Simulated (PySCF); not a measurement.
A structure optimised at PBE-D3(BJ)/def2-SVP, used in a PySCF frequency run:

```xyz
11

B      0.5966    -0.1730     0.7423
F     -0.1761    -1.2332     1.0213
F      1.8123    -0.1216     1.2847
O      0.1846     0.8340    -0.0563
C     -1.0999     0.7897    -0.6941
C     -1.0424     0.0065    -1.9955
H     -1.8525     0.3507    -0.0040
H     -1.3872     1.8445    -0.8812
H     -0.7966    -1.0576    -1.8044
H     -2.0220     0.0429    -2.5134
H     -0.2744     0.4280    -2.6741
```

Task: Write its SMILES and formula.

Result: CCOB(F)F, C₂H₅BF₂O

Task: What are its rotational constants (standard atomic weights)?

Result: 6.9213, 2.1902, 1.9046 GHz
